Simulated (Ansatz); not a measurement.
Two isomers of CH3BrOSi: A = `CO[Si]Br`, B = `Br[SiH]1CO1`.

Program: Ansatz. Geometries: PBE0-D4/def2-TZVP. ΔE: electronic, gas phase. CCSD(T)/CBS adds triple-zeta CCSD(T) − MP2 to the extrapolated MP2 energy (def2 sets, frozen cores). DFT in def2-TZVPP. B3LYP here is the variant with VWN-RPA as its local correlation; programs differ in this. For Br outer-core shells are correlated without core-valence functions, which leaves a few kJ/mol of doubt a bond. Scalar relativity is left out up to krypton. Each species was taken in one conformer, which may not be the lowest.

A:

```xyz
7

C     0.7871    0.2109   -0.3036
O    -0.5218    0.7380   -0.3671
Si   -2.0000    0.3684    0.1857
Br   -1.6523   -1.5707    1.3675
H     1.1360    0.0162   -1.3191
H     1.4413    0.9510    0.1601
H     0.8098   -0.7138    0.2764
```

B:

```xyz
7

Br    1.552   -0.452   -2.094
Si    0.041   -0.613   -0.514
C    -0.079    0.588    0.816
O    -1.025    0.628   -0.335
H    -0.487   -1.987   -0.479
H    -0.577    0.379    1.760
H     0.576    1.456    0.846
```

Question: Which is lower in electronic energy at CCSD(T)/CBS, and by how much? (Best estimate.)

Answer: The calculation gave: A, by 15.4 kcal/mol.

Question: Give E(B) − E(A) in kcal/mol with r2SCAN-D4, CCSD(T)/def2-TZVPP, B3LYP-D4, BLYP-D4, LDA (SPW92), B2PLYP, CCSD(T)/def2-SVP. (Estimate.)

Answer: The calculation gave: r2SCAN-D4 12.5, CCSD(T)/def2-TZVPP 16.0, B3LYP-D4 19.5, BLYP-D4 20.5, LDA (SPW92) 15.6, B2PLYP 17.2, CCSD(T)/def2-SVP 21.7. None reverses the order clearly.

Question: Does the order hold for the free energy at 298.15 K (harmonic terms from PBE0-D4)? (Best estimate.)

Answer: The calculation gave: Yes: G(B) − G(A) = +14.6 kcal/mol, for one conformer each.

Largest T1 diagnostic: 0.012.

Leaving LDA and LC-ωPBE aside and taking each functional with its dispersion term where it has one, the values spread over 8.1 kcal/mol, from r2SCAN-D4 to BLYP-D4. From BLYP to BHLYP (50 % exact exchange), in def2-TZVPP and without D4, E(B) − E(A) moves by −1.2 kcal/mol.
